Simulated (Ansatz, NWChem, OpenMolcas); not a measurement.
## Worked example: SiHCl3 + CH2I → SiHCl2 + CH2ClI

Gas-phase species: SiHCl3 (trichlorosilane) `Cl[SiH](Cl)Cl`, singlet; CH2I `[CH2]I`, doublet; SiHCl2 `Cl[SiH]Cl`, doublet; CH2ClI (chloroiodomethane) `ClCI`, singlet. A radical takes Cl: the energy is the difference in strength between the Si–Cl bond broken and the C–Cl bond made.

Shapes, held fixed at every level: PBE0-D4/def2-TZVP. Programs: Ansatz 0.2.0, NWChem 7.3.0, OpenMolcas 26.06. A level may come from different programs for different species; with the same settings they agree closely. The zero-point and thermal change to 298 K, harmonic and unscaled (PBE0-D4/def2-TZVP), is +6.5 kJ/mol.

At CCSD(T)/def2-TZVPP; 1 Eh = 2625.50 kJ/mol:

```
species   energy (Eh)
 SiHCl3  -1668.992071
   CH2I   -336.304731
 SiHCl2  -1209.153453
 CH2ClI   -796.094860
```

Work out ΔH(298 K) of the reaction at this level.


1. Products less reactants: (-1209.153453) + (-796.094860) − [(-1668.992071) + (-336.304731)] = 0.048489 Eh = +127.3 kJ/mol.
2. With the thermal change: +127.3 + (+6.5) = +133.8 kJ/mol.

Other levels give +125.4 (MP2/def2-SVP) to +160.4 kJ/mol (HF/def2-SVP). No measured value is set beside it here. Open shells run unrestricted. For atoms past krypton def2 sets carry core potentials with scalar relativity. Outer-core shells of I are correlated, in sets that cover them unevenly.
